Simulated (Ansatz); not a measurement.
Ga8As8H22, a nanocrystal cut from wurtzite GaAs (hydrogen-capped). The state is a singlet with charge 0. Geometry PBE-D4/def2-SVP; atoms count from 1.

```xyz
38

Ga   -2.020    3.266   -2.800
As   -3.671    1.696   -1.659
As    0.015    2.018   -2.042
Ga    0.361    2.127    0.405
Ga   -3.014   -0.312   -0.325
As   -1.388    0.589    1.314
As    2.485    1.016    1.016
Ga    3.030    1.219    3.453
Ga   -0.575   -1.301    2.696
As    1.084   -0.231    4.228
Ga    0.100   -0.229   -3.052
As   -1.529   -1.614   -1.803
As    2.284   -1.128   -2.214
Ga    2.759   -1.307    0.240
Ga   -0.566   -3.692   -0.751
As    0.775   -2.548    1.050
H    -2.127    4.637   -2.030
H    -2.229    3.052   -4.349
H    -4.628    2.493   -0.777
H    -4.712    1.211   -2.663
H     1.216    2.754   -2.636
H     0.221    3.584    0.995
H    -4.237   -1.086    0.299
H    -2.223    1.442    2.267
H     3.562    1.803    0.269
H     2.708    2.678    3.956
H     4.334    0.392    3.776
H    -1.696   -2.115    3.445
H     0.265    0.510    5.282
H     1.590   -1.343    5.141
H     0.001   -0.290   -4.624
H    -2.463   -2.114   -2.904
H     3.397   -0.292   -2.838
H     2.607   -2.447   -2.906
H     4.158   -1.975    0.524
H    -1.738   -4.497   -0.069
H     0.473   -4.288   -1.786
H     1.394   -3.677    1.871
```

Single mean-field runs in def2-SVP are fitted with def2-universal-jkfit.

Question: Estimate the Mulliken populations of the heavy atoms from the PBE0/def2-SVP orbitals of Ansatz.

Answer: 
| atom | charge (e) |
| --- | --- |
| Ga1 | 0.22 |
| As2 | -0.12 |
| As3 | -0.29 |
| Ga4 | 0.29 |
| Ga5 | 0.30 |
| As6 | -0.36 |
| As7 | -0.29 |
| Ga8 | 0.22 |
| Ga9 | 0.30 |
| As10 | -0.12 |
| Ga11 | 0.30 |
| As12 | -0.33 |
| As13 | -0.11 |
| Ga14 | 0.30 |
| Ga15 | 0.21 |
| As16 | -0.33 |
Mulliken values depend strongly on the basis.

Question: And the Mayer bond orders between heavy atoms (over 0.3)?

Answer: Ga1–As2 0.61 (2.55 Å); Ga1–As3 0.69 (2.51 Å); As2–Ga5 0.74 (2.50 Å); As3–Ga4 0.78 (2.47 Å); As3–Ga11 0.81 (2.46 Å); Ga4–As6 0.73 (2.50 Å); Ga4–As7 0.78 (2.47 Å); Ga5–As6 0.77 (2.48 Å); Ga5–As12 0.81 (2.47 Å); As6–Ga9 0.77 (2.48 Å); As7–Ga8 0.69 (2.51 Å); As7–Ga14 0.81 (2.46 Å); Ga8–As10 0.61 (2.55 Å); Ga9–As10 0.74 (2.50 Å); Ga9–As16 0.81 (2.47 Å); Ga11–As12 0.79 (2.48 Å); Ga11–As13 0.70 (2.51 Å); As12–Ga15 0.66 (2.52 Å); As13–Ga14 0.70 (2.51 Å); Ga14–As16 0.79 (2.48 Å); Ga15–As16 0.66 (2.52 Å).
